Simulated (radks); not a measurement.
Valence configurations of I I (all share [Kr]). All-electron calculation, Dirac Kohn-Sham, PBE, spin-unpolarised, spherical densities, finite nucleus; open shells are shared between the two j in proportion to 2j + 1; Fermi nuclear charge, rms radius 4.75 fm. Program: a radial shooting solver on a logarithmic mesh with Libxc functionals. Energies are relative to 4d10 5s2 5p5; eigenvalues in eV.

[
 {"valence": "4d10 5s2 5p5", "E (eV)": "0.000", "e(4d3/2)": "-51.243", "e(4d5/2)": "-49.529", "e(5p1/2)": "-7.776", "e(5p3/2)": "-6.777", "e(5s1/2)": "-17.385"},
 {"valence": "4d9 5s2 5p6", "E (eV)": "45.783", "e(4d3/2)": "-57.707", "e(4d5/2)": "-55.923", "e(5p1/2)": "-8.941", "e(5p3/2)": "-7.791", "e(5s1/2)": "-19.205"},
 {"valence": "4d9.5 5s2 5p5.5", "E (eV)": "22.222", "e(4d3/2)": "-54.476", "e(4d5/2)": "-52.727", "e(5p1/2)": "-8.361", "e(5p3/2)": "-7.286", "e(5s1/2)": "-18.303"},
 {"valence": "4d10 5s1 5p6", "E (eV)": "10.367", "e(4d3/2)": "-52.547", "e(4d5/2)": "-50.829", "e(5p1/2)": "-8.335", "e(5p3/2)": "-7.296", "e(5s1/2)": "-18.100"}
]

NIST lists [Kr] 4d10 5s2 5p5 as the ground configuration; this level of theory agrees among the configurations tried. The energies are those of spherical spin-averaged densities, not of single terms.
